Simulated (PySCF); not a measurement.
Radial density of Sc (scandium, neutral)

BHandHLYP, [Ar] 3d2 4s1, high-spin 4F determinant (an excited configuration). Computed with PySCF 2.14 in aug-cc-pVQZ-DK, with scalar relativity by spin-free X2C-1e.

| r (bohr) | 4πr²ρ (e/bohr) | 4πr²(ρα − ρβ) |
| --- | --- | --- |
| 0.00125 | 0.1545 | 0.0000 |
| 0.00210 | 0.3965 | 0.0001 |
| 0.00354 | 0.9974 | 0.0003 |
| 0.00595 | 2.426 | 0.0007 |
| 0.0100 | 5.556 | 0.0015 |
| 0.0168 | 11.44 | 0.0031 |
| 0.0283 | 19.59 | 0.0049 |
| 0.0476 | 24.82 | 0.0044 |
| 0.0801 | 21.11 | -0.0004 |
| 0.135 | 18.88 | 0.0034 |
| 0.227 | 26.19 | 0.0405 |
| 0.381 | 16.46 | 0.1603 |
| 0.641 | 6.981 | 0.5524 |
| 1.08 | 8.641 | 0.8730 |
| 1.81 | 2.708 | 0.7561 |
| 3.05 | 0.6742 | 0.6048 |
| 5.13 | 0.2108 | 0.2107 |
| 8.63 | 0.01238 | 0.0124 |
| 14.5 | 4.376e-05 | 0.0000 |

Densities and radii are taken from the X2C orbitals without a picture-change correction, which distorts them close to the nucleus.
